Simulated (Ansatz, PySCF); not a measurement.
Gas-phase reaction (SMILES): [CH3][GeH2][CH3] + 2 [H][H] (H2) -> 2 C (CH4) + [GeH4] (GeH4); energy of full hydrogenation.

Geometries: B3LYP-D3(BJ)/def2-TZVP minima from Ansatz (a program for electronic structure). Valence correlation only, unless marked. No spin-orbit coupling. Frozen are the shells of the preceding noble gas and the d and f shells that filled before the atom's block. No relativistic terms. CBS marks a two-point X^-3 extrapolation of the correlation energy; Hartree-Fock from the larger set. Thermal terms are rigid-rotor harmonic-oscillator values from B3LYP-D3(BJ) frequencies (PySCF) at 298.15 K and 1 atm. 1 Eh = 627.5095 kcal/mol.

```csv
species,"E, CCSD(T)/CBS(cc-pVTZ,cc-pVQZ) (Ansatz) (Eh)","E, wB97M-V/def2-TZVPD (Ansatz) (Eh)",H - E (Eh),G - E (Eh)
[CH3][GeH2][CH3],-2156.44345,-2157.88059,0.09535,0.05981
[H][H] (H2),-1.17450,-1.16077,0.01336,-0.00144
C (CH4),-40.45816,-40.49098,0.04840,0.02728
[GeH4] (GeH4),-2077.90558,-2079.25084,0.03354,0.00887
```

### Question
Work out ΔE and ΔH, ΔG, ΔS and the equilibrium constant at 298.15 K at the first level, then ΔH at the second.

### Answer

1. ΔE = [2×(-40.45816) + (-2077.90558)] - [(-2156.44345) + 2×(-1.17450)] = -0.02945 Eh = -18.5 kcal/mol at CCSD(T)/CBS(cc-pVTZ,cc-pVQZ).
2. The terms H - E add up to 0.00827 Eh, so ΔH = (-0.02945 + (0.00827))×627.5095 = -13.3 kcal/mol.
3. The terms G - E add up to 0.00650 Eh, so ΔG = -14.4 kcal/mol, and ΔS = (0.00827 - (0.00650))×627509.5/298.15 = 3.7 cal/(mol K).
4. log10 K = -ΔG/(RT ln 10) = 10.6, with RT ln 10 = 1.3642 kcal/mol.
5. At wB97M-V/def2-TZVPD the same steps give ΔE = -19.2 and ΔH = -14.1 kcal/mol, a shift of -0.8 from the first level.
6. These values are not checked against measurement here, since the tables used lack a sound gas-phase enthalpy of formation for at least one species.
